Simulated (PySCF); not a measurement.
# Deuteron quadrupole couplings in `C=C(C)[Si]1(N)CC=CC1`

C₇H₁₃NSi.
Geometry (GFN2-xTB, Å), atoms numbered from 1 in this order:
```xyz
22
C7H13NSi angstrom
C      2.6431    1.0060   -0.0051
C      1.6668    0.1189   -0.1270
C      1.9625   -1.3364   -0.3297
Si    -0.1545    0.6139   -0.0226
N     -0.2465    2.3429   -0.0458
C     -1.0709   -0.0426    1.5190
C     -2.1689   -0.8923    0.9593
C     -2.2730   -1.0347   -0.3506
C     -1.2847   -0.3458   -1.2426
H      3.6855    0.7254   -0.0469
H      2.4378    2.0503    0.1495
H      1.6077   -1.6580   -1.3078
H      3.0303   -1.5362   -0.2652
H      1.4454   -1.9352    0.4180
H     -1.1455    2.7762    0.0931
H      0.2661    2.8396   -0.7558
H     -0.4404   -0.6396    2.1788
H     -1.4901    0.7521    2.1366
H     -2.8539   -1.3693    1.6471
H     -3.0487   -1.6344   -0.8073
H     -1.8126    0.3054   -1.9429
H     -0.7660   -1.0866   -1.8529
```

Level: PBE0/pcSseg-1 (PySCF, non-relativistic); Q(2H) = 0.00286 b; rigid geometry, the same for H and D, with no vibrational averaging.

Problem. Rank these positions by the coupling χzz of a deuteron there, largest first.
A. H20 (vinylic hydrogen)
B. H18 (methylene hydrogen)
C. H11 (vinylic hydrogen)
D. H16 (N–H hydrogen)

Solution. D (290 kHz), C (227 kHz), A (221 kHz), B (213 kHz).

Problem. Give the electric field gradient Vzz (the principal value of largest size), its asymmetry and the 2H coupling at each hydrogen.

Solution. 
| atom | bonded to | bond length (Å) | Vzz (au) | η | χzz (kHz) |
| --- | --- | --- | --- | --- | --- |
| H10 | C1 | 1.080 | 0.3312 | 0.05 | 223 |
| H11 | C1 | 1.075 | 0.3381 | 0.05 | 227 |
| H12 | C3 | 1.089 | 0.3132 | 0.02 | 210 |
| H13 | C3 | 1.088 | 0.3137 | 0.03 | 211 |
| H14 | C3 | 1.089 | 0.3127 | 0.03 | 210 |
| H15 | N5 | 1.008 | 0.4291 | 0.16 | 288 |
| H16 | N5 | 1.007 | 0.4310 | 0.16 | 290 |
| H17 | C6 | 1.091 | 0.3170 | 0.03 | 213 |
| H18 | C6 | 1.090 | 0.3173 | 0.03 | 213 |
| H19 | C7 | 1.082 | 0.3294 | 0.05 | 221 |
| H20 | C8 | 1.082 | 0.3294 | 0.05 | 221 |
| H21 | C9 | 1.092 | 0.3142 | 0.03 | 211 |
| H22 | C9 | 1.091 | 0.3171 | 0.03 | 213 |

Problem. Average by the element that carries the hydrogen.

Solution. on C: 216 kHz over 11 positions, mean bond length 1.086 Å; on N: 289 kHz over 2 positions, mean bond length 1.007 Å.

Problem. How does χzz go with the bond length over the 11 C–H bonds?

Solution. A straight-line fit has a slope of -10.3 kHz for each 0.01 Å, with a correlation coefficient of -0.94, over lengths from 1.075 to 1.092 Å. The longer bonds have the smaller couplings here.

The structure is a single GFN2-xTB conformer in the gas phase; no vibrational or solvent corrections. GFN2-xTB bond lengths can be off by several hundredths of an ångström, more for odd bonds, and the gradients follow them. With so small a basis the couplings can be 20 % off.
